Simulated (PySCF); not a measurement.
C3H7, SMILES [CH2]CC, multiplicity 2.

Geometry optimised at TPSSh-D3(BJ)/def2-TZVP. The isomer is the one that the SMILES or the coordinates give; other isomers of the formula were not compared.

These are PBE0/def2-TZVPD in PySCF values and carry that method's errors.

Gas-phase values at a fixed geometry.

total energy: -118.36075 hartree
α spin, highest occupied and lowest empty level: -5.94 and 0.50 eV
β spin, highest occupied and lowest empty level: -9.55 and -1.14 eV
dipole moment: 0.34 D
quadrupole, principal values (traceless, Buckingham form, about the centre of nuclear charge): -0.93, -0.19, 1.12 D·Å
mean static polarisability: 40.4 bohr³ (5.98 Å³)
polarisability, principal values: 36.3, 39.6, 45.2 bohr³
⟨S²⟩: 0.755 (pure state 0.75)
